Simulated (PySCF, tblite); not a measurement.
Compound: C6H15P.
Atom-mapped SMILES: `[CH3:1][CH2:2][CH2:3][PH:4][CH:5]([CH3:6])[CH3:7]` (hydrogens: H8, H9, H10 on C1; H11, H12 on C2; H13, H14 on C3; H15 on P4; H16 on C5; H17, H18, H19 on C6; H20, H21, H22 on C7)

Cartesian coordinates in Å at the GFN2-xTB level; atoms count from 1:
```xyz
22
C6H15P angstrom
C      3.5699   -0.1767   -0.0275
C      2.3221    0.6213    0.3298
C      1.0531   -0.0954   -0.1214
P     -0.4668    0.8650    0.3647
C     -1.7415   -0.0645   -0.6570
C     -2.9863    0.8031   -0.8116
C     -2.0892   -1.3834    0.0251
H      4.4652    0.3446    0.3028
H      3.5454   -1.1541    0.4498
H      3.6342   -0.3232   -1.1041
H      2.2814    0.7767    1.4106
H      2.3692    1.6066   -0.1409
H      0.9978   -1.0745    0.3641
H      1.0668   -0.2518   -1.2044
H     -0.2790    1.8760   -0.5930
H     -1.3159   -0.2688   -1.6477
H     -3.7415    0.2829   -1.3986
H     -2.7471    1.7407   -1.3101
H     -3.4083    1.0338    0.1647
H     -2.4723   -1.1971    1.0269
H     -2.8521   -1.9150   -0.5415
H     -1.2154   -2.0268    0.1069
```

Theory: PBE0/pcSseg-1 in PySCF (dipole) on a GFN2-xTB geometry, gas phase.

Take the most abundant isotopes and a rigid rotor. The values belong to one conformer with, in the numbering `[CH3:1][CH2:2][CH2:3][PH:4][CH:5]([CH3:6])[CH3:7]`, C1–C2–C3–P4 178°, C2–C3–P4–C5 168°, C3–P4–C5–C6 -161°.

Task: What are A, B and C (cm⁻¹)?

Result: Ia = 103.73, Ib = 573.85, Ic = 625.72 u·Å²; 505379 MHz·u·Å²/I gives 4872, 880.7 and 807.7 MHz, that is A = 0.16252, B = 0.02938, C = 0.02694 cm⁻¹.

Task: Classify the top.

Result: A near-prolate asymmetric top: κ = (2 × 880.7 − 4872 − 807.7)/(4872 − 807.7) = -0.96.

Task: What does the inertial defect say?

Result: Not planar: Δ = Ic − Ia − Ib = -51.86 u·Å². For a rigid frame Δ = −2 Σ m c², so Σ m c² = 25.93 u·Å² lies off the ab plane: 12.07 from hydrogen and 13.86 from heavier atoms. The atom farthest from that plane is 1.42 Å away.

Task: Give the other two planar moments, Paa and Pbb, and the rms extents of the mass along the axes.

Result: Paa = Σ m a² = (Ib + Ic − Ia)/2 = 547.92 and Pbb = Σ m b² = (Ia + Ic − Ib)/2 = 77.80 u·Å². With the mass M = 118.09 u, the rms extents √(P/M) along a, b and c are 2.15, 0.81, 0.47 Å.

Task: List the rotational levels J(Ka,Kc) to J = 5 (K).

Result: Above 0(0,0), as E/k:
J = 1: 1(0,1) 0.081, 1(1,1) 0.273, 1(1,0) 0.276
J = 2: 2(0,2) 0.243, 2(1,2) 0.431, 2(1,1) 0.442, 2(2,1) 1.016, 2(2,0) 1.016
J = 3: 3(0,3) 0.486, 3(1,3) 0.669, 3(1,2) 0.690, 3(2,2) 1.259, 3(2,1) 1.260, 3(3,1) 2.226, 3(3,0) 2.226
J = 4: 4(0,4) 0.810, 4(1,4) 0.986, 4(1,3) 1.021, 4(2,3) 1.584, 4(2,2) 1.584, 4(3,2) 2.550, 4(3,1) 2.550, 4(4,1) 3.903, 4(4,0) 3.903
J = 5: 5(0,5) 1.214, 5(1,5) 1.382, 5(1,4) 1.435, 5(2,4) 1.989, 5(2,3) 1.990, 5(3,3) 2.956, 5(3,2) 2.956, 5(4,2) 4.309, 5(4,1) 4.309, 5(5,1) 6.048, 5(5,0) 6.048
Those of J = 1 are B + C, A + C and A + B.

Task: Which lines would a microwave search look for?

Result: The dipole components are |μa| = 0.16 D, |μb| = 0.70 D, |μc| = 1.09 D. The squared components, which scale the intensities, stand as 0.02 : 0.42 : 1.00 (a : b : c). Some lines, for components of 0.1 D or more:

```csv
type,branch,"J(Ka,Kc)",MHz,lower level (cm⁻¹)
a,R,"1(0,1) ← 0(0,0)",1688,0.000
a,R,"2(1,2) ← 1(1,1)",3304,0.189
a,R,"2(0,2) ← 1(0,1)",3376,0.056
a,R,"2(1,1) ← 1(1,0)",3450,0.192
b,Q,"1(1,0) ← 1(0,1)",4065,0.056
b,Q,"2(1,1) ← 2(0,2)",4139,0.169
b,R,"1(1,1) ← 0(0,0)",5680,0.000
c,R,"1(1,0) ← 0(0,0)",5753,0.000
b,R,"2(1,2) ← 1(0,1)",7295,0.056
c,R,"2(1,1) ← 1(0,1)",7514,0.056
c,Q,"2(2,1) ← 2(1,1)",11975,0.307
c,R,"2(2,0) ← 1(1,0)",15425,0.192
c,R,"2(2,1) ← 1(1,1)",15497,0.189
```

Task: Estimate the classical rotational partition function at 10 K, 25 K and 100 K.

Result: Point group C1, symmetry number σ = 1; q = (√π/σ)·√((kT/h)³/(ABC)), k/h = 20836.6 MHz/K: 2860 at 10 K, 11300 at 25 K, 90600 at 100 K.

Its GFN2-xTB frequencies are all real (lowest 42 cm⁻¹). These are rigid-rotor constants of the computed structure; measured ground-state constants (B0) also hold zero-point vibration. A rigid rotor knows nothing of internal rotation, which can split or shift real lines.

Hardware: an Arm Neoverse V1 with one thread (shared host). Cost: 33 s wall. This is the PBE0/pcSseg-1 job that gave the dipole, with the shieldings it also computed.
